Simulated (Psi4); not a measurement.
Complex: hydrogen isocyanide (SMILES [C-]#[NH+]) (first 3 atoms) with hydrogen isocyanide (SMILES [C-]#[NH+]); geometry from B3LYP-D3(BJ)/def2-TZVP.
(charge 0, multiplicity 1):
```xyz
6

C     -0.21659     0.39364    -1.13054
N     -0.11584     0.33019     0.02628
H     -0.02788     0.27470     1.03612
C      0.14903     0.16358     3.07874
N      0.24920     0.10132     4.23131
H      0.33563     0.04764     5.22473
```

The numbers are results of SAPT0/jun-cc-pV(D+d)Z in Psi4, not measurements.

### Question
Which attractive term is largest, and how does the interaction split up?

### Answer
electrostatics -10.11, exchange 9.34, induction -3.89, dispersion -1.93, total -6.59 kcal/mol; the largest attraction is electrostatics.
